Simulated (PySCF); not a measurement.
methoxyethene (C3H6O), SMILES C=COC. Atoms are numbered in the order given.

```xyz
10

C     -0.0741     1.8798     0.0000
C      0.3499     0.6127     0.0000
O     -0.4944    -0.4457     0.0000
C      0.1036    -1.7226     0.0000
H     -1.1402     2.1175     0.0000
H      0.6508     2.6940     0.0000
H      1.4204     0.3636     0.0000
H     -0.7086    -2.4622     0.0000
H      0.7282    -1.8832    -0.8984
H      0.7282    -1.8832     0.8984
```

The structure is a stationary point at B3LYP-D3(BJ)/def2-SVP. The values are those of a single conformer.

All values below come from TDDFT-LC-ωPBE/def2-SVPD (PySCF).

Vertical excitations. Isolated molecule, no solvent. State labels are in the subgroup Cs.

Computed UV-visible absorptions:
```csv
state,symmetry,energy (eV),λ (nm),f,main pairs
S1,A',6.82,182,0.409,HOMO→LUMO+1 96 %
S2,A",7.02,177,0.048,"HOMO→LUMO 54 %, HOMO→LUMO+2 32 %"
S3,A",7.84,158,0.003,"HOMO→LUMO+2 49 %, HOMO→LUMO+3 29 %, HOMO→LUMO 11 %"
S4,A",8.06,154,0.002,"HOMO→LUMO+3 49 %, HOMO→LUMO 15 %, HOMO→LUMO+6 13 %, HOMO→LUMO+2 9 %"
S5,A",8.47,146,0.010,"HOMO→LUMO+4 47 %, HOMO→LUMO 13 %, HOMO→LUMO+7 11 %, HOMO→LUMO+6 10 %"
S6,A",8.73,142,0.001,HOMO−1→LUMO+1 83 %
S7,A',8.96,138,0.013,HOMO→LUMO+5 92 %
S8,A",9.08,136,0.040,"HOMO→LUMO+7 36 %, HOMO→LUMO+4 29 %, HOMO→LUMO+6 23 %"
S9,A",9.29,133,0.017,"HOMO→LUMO+6 33 %, HOMO→LUMO+7 25 %, HOMO→LUMO+8 17 %, HOMO→LUMO+3 10 %"
S10,A",9.88,125,0.003,HOMO→LUMO+8 60 %
T1,A',3.94,315,0,HOMO→LUMO+1 88 %
T2,A",6.84,181,0,"HOMO→LUMO 48 %, HOMO→LUMO+2 35 %"
T3,A",7.67,162,0,"HOMO→LUMO+2 45 %, HOMO→LUMO+3 30 %, HOMO→LUMO 9 %"
T4,A",7.93,156,0,"HOMO→LUMO+3 44 %, HOMO→LUMO 17 %, HOMO→LUMO+6 15 %, HOMO→LUMO+2 9 %"
```
Triplets are in the Tamm–Dancoff approximation, which puts them higher than full response would, so one can lie above its singlet here.
